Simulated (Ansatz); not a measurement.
Reaction (ligand exchange at the Si–C bond): `S[SiH2][CH2][GaH2]` + H₂S → `S[SiH2]S` + `[CH3][GaH2]`

Calculated with Ansatz (gas phase, PBE0-D4/def2-TZVP geometries, no zero-point term in ΔE). CBS: MP2 limit from def2 TZ/QZ plus the TZ coupled-cluster correction, frozen cores. This one scheme is used for every species. Functionals use def2-TZVPP. For Ga outer-core shells are correlated without core-valence functions, which leaves a few kJ/mol of doubt a bond. Scalar relativity is left out up to krypton. One conformer a species, not always the lowest.

Q: Is it downhill or uphill in electronic energy at CCSD(T)/CBS, and by how much? (An estimate is asked.)

A: Ansatz gave: Downhill: ΔE = -9.8 kcal/mol.

Q: What do these levels give: LC-ωPBE, HF/def2-SVP, HF/def2-TZVPP, SCS-MP2/def2-TZVPP, SCS-MP2/def2-QZVPP, HF/CBS(def2)? (An estimate is asked.)

A: Ansatz gave: LC-ωPBE -10.7, HF/def2-SVP -10.5, HF/def2-TZVPP -11.3, SCS-MP2/def2-TZVPP -9.8, SCS-MP2/def2-QZVPP -10.2, HF/CBS(def2) -11.2 kcal/mol.

Largest T1 diagnostic among the species: 0.012.

Leaving LDA and LC-ωPBE aside and taking each functional with its dispersion term where it has one, the values, not all of them listed here, spread over 1.1 kcal/mol, from B97M-V to CAM-B3LYP-D4. LDA lies +1.2 kcal/mol from PBE without D4. In def2-TZVPP, CCSD(T) changes the Hartree–Fock value by +2.1 kcal/mol (the triples alone add +0.1 kcal/mol) and MP2 by +1.5 kcal/mol.
